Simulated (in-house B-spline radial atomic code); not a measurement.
A run on an ion of nuclear charge 43 with 43.6 electrons that did not converge. Method: scalar-relativistic (X2C) r2SCAN0, spin-polarised, spherical fractional occupations, Fermi nucleus of rms radius 4.41117 fm; computed with a B-spline radial code for spherical atoms.

Command:
```bash
python run_scf.py task.json out
```
Settings (nuclear radius in fm, mass in u):
```
Z                43
configuration    [Kr] 4d5.6 5s2
hamiltonian      x2c
method           r2scan0
spin_polarised   True
nucleus          fermi
rms_radius       4.41117
atomic_mass      96.90636
speed_of_light   137.035999084
```

First and last ten iterations of the last attempt (damped for 15 steps, keeping 80 % of the old Fock matrix, then DIIS):
```
 iter        energy (Eh)    residual
    1       -4285.310311    9.47e-02
    2       -4285.287281    1.71e-02
    3       -4285.317138    6.89e-03
    4       -4285.298298    1.30e-02
    5       -4285.313734    9.02e-03
    6       -4285.302015    1.15e-02
    7       -4285.312337    9.87e-03
    8       -4285.318536    5.45e-03
    9       -4285.299221    1.30e-02
   10       -4285.314281    8.70e-03
  111       -4285.293806    1.43e-02
  112       -4285.290913    1.52e-02
  113       -4285.291363    1.51e-02
  114       -4285.296109    1.36e-02
  115       -4285.296009    1.36e-02
  116       -4285.294104    1.42e-02
  117       -4285.292543    1.47e-02
  118       -4285.315209    7.89e-03
  119       -4285.315733    7.55e-03
  120       -4285.300981    1.19e-02
 not converged after 120 iterations
```

The smallest residual met was 1.9e-03; the threshold is about 4e-07. No energy from this run should be used. The likely cause: this method binds the added charge weakly or not at all at the basis-set limit, so charge moves back and forth between the atom and the box. Cost of the run: 8.9 s on 1 thread of Intel(R) Xeon(R) Platinum 8375C CPU @ 2.90GHz, on a shared host.
